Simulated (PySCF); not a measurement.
Start geometry of `[SiH3]SC1=NOC=C1` from GFN2-xTB (Å):
```
atom  x, y, z in Å
Si1   -2.3953    0.0639    0.0143
S2    -1.0556    0.3375    1.6893
C3     0.3220    0.0751    0.7114
C4     1.7527    0.0730    1.0687
C5     2.3343   -0.1985   -0.1199
O6     1.4351   -0.3281   -1.0902
N7     0.2037   -0.1655   -0.5610
H8    -2.1117    1.1598   -0.9369
H9    -3.6936    0.2965    0.7128
H10   -2.2607   -1.2765   -0.4495
H11    2.1344    0.2326    2.0475
H12    3.3744   -0.2980   -0.3748
```

**Question.** What comes out of this run: PBE0-D3(BJ)/def2-SVP geometry optimisation, gas phase in PySCF 2.14.0?

**Answer.** 
```
atom  x, y, z in Å
Si1   -2.5149    0.0949    0.0590
S2    -1.0216    0.3020    1.6220
C3     0.4084    0.0505    0.6456
C4     1.7663    0.0696    1.0826
C5     2.4491   -0.1787   -0.0666
O6     1.6062   -0.3317   -1.0870
N7     0.3254   -0.1876   -0.6415
H8    -2.3612    1.1434   -0.9845
H9    -3.7753    0.3131    0.8271
H10   -2.5011   -1.2721   -0.5266
H11    2.1509    0.2416    2.0834
H12    3.5076   -0.2732   -0.3016
```

The energy falls by 5.4 kcal/mol over 8 energy and gradient evaluations, the largest force component goes from 0.0515 to 3.9e-04 Eh/bohr, and the atoms move by 0.152 Å rms after alignment. The bond that changes most is Si1–H10 (SiH3 silicon to Si–H hydrogen), which lengthens by 0.062 Å. Bonds longer at the end by more than 0.005 Å: 9 of 12; shorter: 1. Among the angles that change most is Si1–S2–C3, from 92.1° to 98.4°. Rotational constants go from 4264, 1317, 1019 to 4448, 1204, 958.5 MHz. The orientation of the end geometry is arbitrary; only internal coordinates are fixed.

The run used 131 basis functions and 56 SCF cycles in all. On one thread, Arm Neoverse V1 (aarch64), no GPU, on a shared host, this took 60 s and 0.55 GiB of memory at its peak.

Whether it is a minimum is left open (no frequencies). The numbers are those of one conformer.
